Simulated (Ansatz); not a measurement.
Energy profile

The step: ZnCl₂ + HBr → ZnBrCl + HCl (still joined by a long Zn–Cl bond); bonds formed: Cl2–H4; dative contacts that become bonds: Zn1–Br5; bonds broken: H4–Br5; bonds weakened to dative contacts: Zn1–Cl2 (atoms numbered as in the saddle structure below).

Zn1  (-0.608, 0.029, -0.432)
Cl2  (0.657, 1.639, 0.552)
Cl3  (-2.302, -0.276, -1.649)
H4  (1.218, 0.114, 0.872)
Br5  (1.034, -1.506, 0.657)
(Å)

Electronic energies by CCSD(T) at an estimated basis limit (MP2 extrapolated from triple and quadruple zeta, plus CCSD(T) − MP2 in triple zeta), on PBE0-D4/def2-TZVP structures; ZnHBrCl$_{2}$, singlet; no counterpoise correction. Computed with Ansatz 0.2.0 (basis: def2-TZVPP and def2-QZVPP); correlated methods freeze the cores. The 3s and 3p shells of Cu and Zn are frozen; filled d shells are correlated. The def2 sets are not built for correlating such inner shells, so the correlated values are less sure here. Extrapolation: Hartree–Fock as exp(−7.88 √X), correlation as X^−2.97.

(1) Give the profile in eV, counted from the separated reactants. (Judge from chemistry; the value comes from the calculation.)

T1 diagnostic: at most 0.013.

Answers

(1) The calculation gives:
| point | eV |
| --- | --- |
| separated: ZnCl$_{2}$ (linked as [Cl][Zn][Cl]; Zn1, Cl2, Cl3; singlet) + HBr (H4, Br5; singlet) | 0.000 |
| start structure | -0.281 |
| saddle | 0.027 |
| end structure | -0.435 |
| separated: ZnBrCl (linked as [Cl][Zn][Br]; Zn1, Cl3, Br5; singlet) + HCl (Cl2, H4; singlet) | -0.187 |

For scale, one of the runs: CCSD(T)/def2-TZVPP, 210 basis functions, launched by `ansatz run in.yaml --threads 8 --pin off --events-out ev --progress --plain --max-ram 19148MiB`. Hardware: 8 CPU threads of an Intel Xeon, shared host. Wall time 81 s; peak host memory 2.8 GiB.
